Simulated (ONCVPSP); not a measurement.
# What one change does to a pseudopotential (Se, ONCV)

Se, optimised norm-conserving Vanderbilt (ONCV), made with ONCVPSP 4.0.1 (LDA (Perdew-Wang 92), scalar-relativistic). Core [Ar] 3d10, reference 4s2 4p1 (charge +3). Waves: 4s: rc 1.15 bohr, ncon 3, nbas 8, qcut 6.3 1/bohr, 2 projectors, debl 1.8 Ha; 4p: rc 1.45 bohr, ncon 3, nbas 7, qcut 6.7 1/bohr, 1 projector; d scattering state at 0.41 Ha: rc 1.15 bohr, ncon 4, nbas 7, qcut 7 1/bohr, local. Local part: the d channel. Core correction: polynomial model core, fcfact 0.6.

In the s channel the program set the typed energies aside and used -1.826, 0.250 Ha.

All-electron outer shells of the reference configuration (LDA (PZ), scalar-relativistic, ld1.x):

```csv
shell,level (eV),outermost node (bohr),outermost maximum (bohr)
3p,-189.20,0.21,0.50
3d,-89.76,–,0.45
4s,-49.68,0.70,1.44
4p,-36.75,0.73,1.63
```

Change: d: nproj 1; local potential polynomial inside 1.00 bohr (lpopt 5, dvloc0 0 Ha).

Cutoffs: the cutoffs (Ha) at which the residual kinetic energy of the hardest occupied pseudo-wave falls to 1 and 0.1 mHa per electron; they do not see the model core or the augmentation charge, which bear on the density cutoff. Errors are all-electron minus pseudo energies relative to the spin-unpolarised reference configuration.

How do hardness, ghosts and transferability respond?

The potential gets neither clearly harder nor softer (71 Ha and 166 Ha → 71 Ha and 166 Ha); the bound ghosts move from p, s to s; the lowest positive-energy flag moves from s at 39.4 eV to s at 5.1 eV; of the 4 tests that both files solve, the error grows in 4 and shrinks in 0 by more than 15 % and 0.3 meV (median size 6.6 → 16.8 meV); the range in which the s phases agree narrows (upper end 1.3 → 0.2); the range in which the p phases agree narrows (upper end 3.2 → -0.1). In the separable form a ghost depends on how the local part lies against the semilocal potential of the channel, so the choice of the local part can create or remove one.

| quantity | base | changed |
| --- | --- | --- |
| cutoff, loose | 71 Ha | 71 Ha |
| cutoff, tight | 166 Ha | 166 Ha |
| bound ghosts | s, p | s |
| GHOST(+) flags under 300 eV | s at 39.4 eV | s at 5.1 eV |
| error for 4s2 4p4, meV [ΔE -62.71 eV] | -6.6 | +24 |
| error for 4s2 4p3, meV [ΔE -51.71 eV] | -6.5 | +9.6 |
| error for 4s2 4p2, meV [ΔE -31.15 eV] | -1.4 | +2.7 |
| error for 4s1 4p5, meV [ΔE -51.77 eV] | +10.0 | +37 |
| s: phases at 1.17 bohr within 0.05 rad from the reference energy up to (Ha; the scan ends near 5) | 1.3 | 0.2 |
| p: phases at 1.47 bohr within 0.05 rad from the reference energy up to (Ha; the scan ends near 5) | 3.2 | -0.1 |
| d: phases at 1.17 bohr within 0.05 rad from the reference energy up to (Ha; the scan ends near 5) | 0.9 | 0.9 |
| rms error of d²Exc/dni dnj with the model core, mHa | 0.73 | 0.73 |

 A true bound ghost makes a file unfit for plane-wave use even where its test errors are small: the radial tests pick states by their node count and pass the ghost by.
